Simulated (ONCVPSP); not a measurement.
Se (Z = 34): variants of one ONCV potential

Base potential:

ONCVPSP 4.0.1 input, shortened (lines: element, Z, core and valence counts, functional; n l f; lmax; l rc ep ncon nbas qcut; lloc lpopt rc5 dvloc0; l nproj debl; icmod fcfact rcfact), LDA (Perdew-Wang 92), scalar-relativistic:

```
  Se 34.00    3    5  -001012      upf
    1    0    2.00
    2    0    2.00
    2    1    6.00
    3    0    2.00
    3    1    6.00
    3    2   10.00
    4    0    2.00
    4    1    4.00
    2
    0    1.00    0.00    5    9   11.90
    1    1.05    0.00    4    8   14.10
    2    1.00    0.00    4    8   14.60
    2    5    1.00    0.00
    0    2    0.90
    1    2    0.90
    2    0    1.50
    0    0.00    0.00
```

All-electron outer shells of the reference configuration (LDA (PZ), scalar-relativistic, ld1.x):

| shell | level (eV) | outermost node (bohr) | outermost maximum (bohr) |
| --- | --- | --- | --- |
| 2s | -1604.72 | 0.06 | 0.17 |
| 2p | -1412.93 | – | 0.13 |
| 3s | -212.67 | 0.24 | 0.50 |
| 3p | -152.70 | 0.21 | 0.50 |
| 3d | -53.39 | – | 0.45 |
| 4s | -17.49 | 0.70 | 1.51 |
| 4p | -6.66 | 0.74 | 1.80 |

Cutoffs, loose and tight: the cutoffs (Ha) at which the residual kinetic energy of the hardest occupied pseudo-wave falls to 1 and 0.1 mHa per electron. They do not see the model core or the augmentation charge, which bear on the density cutoff. Test errors are all-electron minus pseudo excitation energies from the reference, over the configurations 3s2 3p6 3d10 4s2 4p3; 3s2 3p6 3d10 4s2 4p2; 3s2 3p6 3d10 4s2 4p1; 3s2 3p6 3d10 4s2 4p0. A dash means not determined; rows that change the core or the reference have their own tests.

A true bound ghost makes a file unfit for plane-wave use even where its test errors are small: the radial tests pick states by their node count and pass the ghost by.

| change | outcome | cutoff, loose | cutoff, tight | bound ghosts | GHOST(+) flags above zero | largest test error (meV) |
| --- | --- | --- | --- | --- | --- | --- |
| base | generated | 95 Ha | 106 Ha | s | none | -23 |
| s: qcut 7.7; p: qcut 9.1; d: qcut 9.4 | generated | 252 Ha | 381 Ha | none | none | -2.2 |
| s: qcut 10.6; p: qcut 12.5; d: qcut 12.9 | generated | 100 Ha | 233 Ha | s | none | -29 |
| s: qcut 13.1; p: qcut 15.5; d: qcut 16.1 | generated | 106 Ha | 117 Ha | s | none | -20 |
| s: qcut 14.6; p: qcut 17.3; d: qcut 17.9 | generated | 119 Ha | 133 Ha | s | none | -18 |
| s: qcut 16; p: qcut 19; d: qcut 19.7 | generated | 131 Ha | 147 Ha | s | none | -15 |
| s: qcut 16.8; p: qcut 19.9; d: qcut 20.6 | generated | 133 Ha | 151 Ha | s | none | -16 |

(1) What comes out with this change to the base: s: qcut 12; p: qcut 14.2; d: qcut 14.7?

(2) What comes out with this change to the base: s: qcut 8.8; p: qcut 10.5; d: qcut 10.9?

## Answers

(1) outcome: generated; cutoff, loose: 96 Ha; cutoff, tight: 107 Ha; bound ghosts: s; GHOST(+) flags above zero: none; largest test error (meV): -23.

(2) outcome: generated; cutoff, loose: 232 Ha; cutoff, tight: 306 Ha; bound ghosts: s; GHOST(+) flags above zero: none; largest test error (meV): -66.
